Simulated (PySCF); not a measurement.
N-methylmethanimine (C₂H₅N), SMILES C=NC. Atoms are numbered in the order given.

```xyz
8

C      0.1335     1.1380     0.0000
N     -0.5318    -0.1378     0.0000
C      0.1804    -1.1734     0.0000
H     -0.1866     1.7067    -0.8771
H     -0.1866     1.7067     0.8771
H      1.2309     1.0642     0.0000
H      1.2800    -1.1488     0.0000
H     -0.2986    -2.1520     0.0000
```
Charge 0, spin multiplicity 1.

Geometry optimised at PBE0-D3(BJ)/def2-TZVP.

The numbers are results of PySCF with B3LYP/pcJ-1, not measurements.

Isotropic couplings with Fermi-contact, spin-dipole and both spin-orbit terms, one fixed conformer, no vibrational averaging. Isotopes: 13C, 14N, 1H.

```csv
pair,bonds apart,J (Hz)
C1–N2,1,-2.8
C1–H4,1,142.0
C1–H5,1,142.0
C1–H6,1,132.5
N2–C3,1,…
C3–H7,1,159.8
C3–H8,1,187.7
C1–C3,2,-4.9
N2–H6,2,…
N2–H7,2,…
N2–H8,2,…
H4–H5,2,…
H4–H6,2,…
H5–H6,2,…
H7–H8,2,…
C1–H7,3,16.7
C1–H8,3,21.0
C3–H4,3,9.1
C3–H5,3,9.1
C3–H6,3,13.3
H4–H7,4,-3.4
H4–H8,4,-3.4
H5–H7,4,-3.4
H5–H8,4,-3.4
H6–H8,4,-1.3
```

Q: What belongs in the gaps? (The exact figures need the calculation; the answer reports its results.)

A: 
- N2–C3, J (Hz): 5.0
- N2–H6, J (Hz): -0.5
- N2–H7, J (Hz): -2.8
- N2–H8, J (Hz): 8.0
- H4–H5, J (Hz): -20.6
- H4–H6, J (Hz): -10.6
- H5–H6, J (Hz): -10.6
- H7–H8, J (Hz): 18.9
